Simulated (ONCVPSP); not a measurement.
# K (Z = 19), ONCV: configuration errors across variants

```
Element                 : potassium (K)
Generator               : ONCVPSP 4.0.1
Type                    : optimised norm-conserving Vanderbilt (ONCV)
Functional              : PBEsol
Relativity              : scalar-relativistic
Frozen core             : [Ne]
Valence charge          : 9
Reference configuration : 3s2 3p6 4s1
Partial waves           : 3s+4s: rc 1.70 bohr, ncon 4, nbas 9, qcut 7 1/bohr, 2 projectors; 3p: rc 1.60 bohr, ncon 4, nbas 7, qcut 9.5 1/bohr, 2 projectors, debl 2.1 Ha; d scattering state at 0.41 Ha: rc 1.40 bohr, ncon 4, nbas 7, qcut 6.3 1/bohr, local
Local potential         : the d channel
Core correction         : polynomial model core, fcfact 0.45
```

All-electron excitation energies from the reference (eV): (1) 3s2 3p6 4s0 4.217; (2) 3s2 3p6 4s0.5 1.621; (3) 3s2 3p6 4s0 4p1 1.518; (4) 3s2 3p5 4s1 24.896.

A true bound ghost makes a file unfit for plane-wave use even where its test errors are small: the radial tests pick states by their node count and pass the ghost by.

Errors AE − PS in meV (a dash: test not solved or not reliable):

| change | (1) | (2) | (3) | (4) | bound ghosts | GHOST(+) flags above zero |
| --- | --- | --- | --- | --- | --- | --- |
| base | -0.1 | 0.0 | +0.1 | +3.8 | s | p |
| d: nproj 1; local potential polynomial inside 1.40 bohr (lpopt 2, dvloc0 0 Ha) | -0.1 | 0.0 | 0.0 | +4.1 | none | none |
| d: rc 1.52 | -0.1 | 0.0 | +0.1 | +3.1 | s | none |
| s: qcut 8; p: qcut 10.8; d: qcut 7.2 | -0.1 | 0.0 | +0.1 | +3.8 | s | p |
| d: qcut 3.8 | -0.1 | 0.0 | +0.1 | +3.8 | s | p |

(1) Give the same row for: p: nproj 3.

## Answers

(1) -0.1, 0.0, 0.0, +3.8; bound ghosts: s; GHOST(+) flags above zero: none.
